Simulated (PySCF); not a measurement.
C₄H₇ClSi. Atoms are numbered in the order given.

```xyz
13

Si    -2.5342    -0.0415     0.3344
C     -0.7684     0.1821     0.9858
C      0.1471     1.0883     0.1683
C      0.9813     0.0806    -0.1354
Cl     2.4090    -0.0406    -1.0942
C      0.2417    -0.9819     0.6367
H     -3.2552    -1.0787     1.1313
H     -2.4793    -0.4713    -1.0935
H     -3.2878     1.2437     0.4293
H     -0.7914     0.4187     2.0649
H      0.1137     2.1493    -0.0824
H      0.7776    -1.3954     1.5054
H     -0.1631    -1.8111     0.0330
```
Charge 0, spin multiplicity 1.

Geometry: B3LYP-D3(BJ)/def2-SVP. The structure was generated by enumeration; whether it is a known compound was not checked.

These are TDDFT-M06-2X/def2-SVPD in PySCF values and carry that method's errors.

Vertical excitations. 

Computed lowest excited states:
```csv
state,energy (eV),λ (nm),f,main pairs
S1,6.34,196,0.238,HOMO→LUMO 89 %
S2,6.69,185,0.009,"HOMO→LUMO+1 51 %, HOMO→LUMO+2 23 %, HOMO→LUMO+5 12 %"
S3,6.75,184,0.004,"HOMO→LUMO+1 32 %, HOMO→LUMO+2 25 %, HOMO→LUMO+3 21 %, HOMO→LUMO+13 5 %"
S4,7.22,172,0.005,"HOMO→LUMO+5 41 %, HOMO−1→LUMO 22 %"
S5,7.29,170,0.003,"HOMO−1→LUMO 39 %, HOMO→LUMO+5 19 %, HOMO−2→LUMO 9 %"
S6,7.41,167,0.007,HOMO→LUMO+4 80 %
S7,7.63,163,0.011,HOMO−2→LUMO 53 %
S8,7.70,161,0.053,"HOMO→LUMO+3 46 %, HOMO→LUMO+2 19 %, HOMO−2→LUMO 10 %"
S9,7.87,158,0.007,"HOMO→LUMO+6 67 %, HOMO→LUMO+7 10 %"
S10,7.93,156,0.069,HOMO→LUMO+7 76 %
T1,4.37,284,0,HOMO→LUMO 74 %
T2,6.38,194,0,"HOMO→LUMO+2 41 %, HOMO→LUMO+13 13 %, HOMO→LUMO+5 12 %, HOMO→LUMO+3 11 %"
T3,6.62,187,0,HOMO→LUMO+1 74 %
T4,7.07,175,0,HOMO−1→LUMO 63 %
```
Triplets are in the Tamm–Dancoff approximation, which puts them higher than full response would, so one can lie above its singlet here.
